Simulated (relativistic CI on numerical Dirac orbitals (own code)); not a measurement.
One change at a time: Br9+

Base calculation: Dirac-Coulomb-Breit CI, orbitals from a KLI potential per configuration, model QED (radiative potential, 1s self-energy scaled to tabulated hydrogen-like ionisation energies), unscaled Slater integrals.

Configurations in the expansion (outside the closed core [Ne]): 3s2 3p6 3d8, 3s2 3p5 3d9, 3s2 3p4 3d10, 3s2 3p6 3d7 4s, 3s 3p6 3d9, 3s2 3p6 3d7 4p, 3s2 3p6 3d6 4s2, 3s2 3p6 3d7 4d, 3p6 3d10, 3s2 3p6 3d6 4s 4p, 3s2 3p6 3d7 5s, 3s2 3p6 3d7 4f, 3s2 3p6 3d6 4p2, 3s2 3p6 3d7 5p, 3s2 3p6 3d6 4s 4d, 3s2 3p6 3d7 5d. Levels of other configurations are missing.

Variants: (1) P86 correlation estimate; (2) configuration mixing switched off; (3) QED terms removed. Shifts of the energy above 3s2 3p6 3d8 3F_4, in cm⁻¹, for the lowest level and the first level of each name with at least 55 % of one term (blank where a level changes its place among those of its configuration and J or its character, or is not in the variant):

```tsv
Level	Base	Δ(1)	Δ(2)	Δ(3)
3s2 3p6 3d8 3F_4	0	0	0	0
3s2 3p6 3d8 3F_3	7548	0	+1	-26
3s2 3p6 3d8 3F_2	11411	0	+271	-32
3s2 3p6 3d8 1D_2	29934	+5	+3579	-10
3s2 3p6 3d8 3P_2	40616	+6	+3364	-35
3s2 3p6 3d8 3P_1	40954	+7	+2976	-26
3s2 3p6 3d8 3P_0	41589	+7	+3142	-24
3s2 3p6 3d8 1G_4	52892	+1	+60	-22
3s2 3p6 3d8 1S_0	110518	+16	+13566	-27
3s2 3p6 3d7 4s 5F_5	764546	+10119	+75	-431
3s2 3p6 3d7 4s 5F_4	769352	+10119	+109	-446
3s2 3p6 3d7 4s 5F_3	773369	+10119	+104	-460
3s2 3p6 3d7 4s 5F_2	776117	+10119	+104	-469
3s2 3p6 3d7 4s 5F_1	777840	+10119	+103	-474
```

At this charge energies of transitions that change n are usually good to better than 1 %, and those within a shell (Δn = 0) to a few per cent. Terms inside the open d or f shell come out 10 to 20 % too wide with unscaled integrals.

Ionisation energy from the two ground configurations alone: base 261.159 eV; P86 correlation estimate 262.857 eV. The NIST ASD value (theoretical) is 261 eV.

LS names give the leading component of a level, which can be under half, so a name can repeat, a term be missing and a line seem to break the LS rules.
